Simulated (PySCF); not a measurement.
C10H19N.
SMILES with atom numbers: `[CH3:1][N:2]([CH3:3])/[C:4]1=[CH:5]\[CH2:6][CH2:7][CH2:8][CH2:9][CH2:10][CH2:11]1` (hydrogens: H12, H13, H14 on C1; H15, H16, H17 on C3; H18 on C5; H19, H20 on C6; H21, H22 on C7; H23, H24 on C8; H25, H26 on C9; H27, H28 on C10; H29, H30 on C11)

Level of theory: PBE0-D3(BJ)/def2-SVP geometry optimisation, gas phase in PySCF 2.14.0.

(1) What internal coordinates does the optimisation give?

Answers

(1) 
```tsv
bond	length (Å)	order
C1–N2, N2–C3	1.439	single
N2–C4	1.386	single
C4=C5	1.360	double
C5–C6	1.495	single
C6–C7	1.542	single
C7–C8	1.538	single
C8–C9	1.550	single
C9–C10	1.535	single
C10–C11	1.542	single
C4–C11	1.501	single
C1–H12, C3–H15	1.108	single
C1–H13 and 3 like bonds	1.101	single
C5–H18	1.095	single
C6–H19, C6–H20	1.102	single
C7–H21, C7–H22	1.105	single
C8–H23, C8–H24	1.103	single
C9–H25, C9–H26	1.103	single
C10–H27, C10–H28	1.104	single
C11–H29, C11–H30	1.101	single
```

Bonds in one row agree within 0.01 Å and their mean is given. Orders are formal, as drawn. A selection of angles:
```tsv
angle	degrees
C1–N2–C3	114.6
C1–N2–C4	120.0
C3–N2–C4	122.9
N2–C4–C5	123.9
N2–C4–C11	118.6
C5–C4–C11	116.6
C4–C5–C6	124.8
C5–C6–C7	106.9
C6–C7–C8	114.6
C7–C8–C9	117.5
C8–C9–C10	118.3
C9–C10–C11	116.3
C4–C11–C10	109.7
```

Torsions: C1–N2–C4–C5 31° (synclinal); N2–C4–C5–C6 36° (synclinal); C4–C5–C6–C7 86° (synclinal); C5–C6–C7–C8 -48° (synclinal); C6–C7–C8–C9 83° (synclinal); C7–C8–C9–C10 -114° (anticlinal); C8–C9–C10–C11 76° (synclinal); C9–C10–C11–C4 -50° (synclinal); N2–C4–C11–C10 -87° (synclinal). The mirror-image conformer, all signs reversed, is as good.

N2 (enamine nitrogen) is almost planar (angles 122.9°, 120.0° and 114.6°, sum 357.4°, 0.13 Å off the plane of its three neighbours). The 8-membered ring C4–C5–C6–C7–C8–C9–C10–C11 has internal angles of 106.9° to 124.8°; it is puckered, 0.31 Å rms from its mean plane. Of the pairs four or more bonds apart, C1···H19 is among the closest relative to their van der Waals radii: 2.48 Å, 86 % of the sum of Bondi's values. The C–N distances run from 1.386 Å (N2–C4, drawn single) to 1.439 Å (C1–N2, drawn single), a spread of 0.053 Å. The C–C distances run from 1.360 Å (C4=C5, drawn double) to 1.550 Å (C8–C9, drawn single), a spread of 0.190 Å.

Point group: C1 (no symmetry element, even within 0.4 Å). No frequency check. One conformer, not necessarily the lowest.
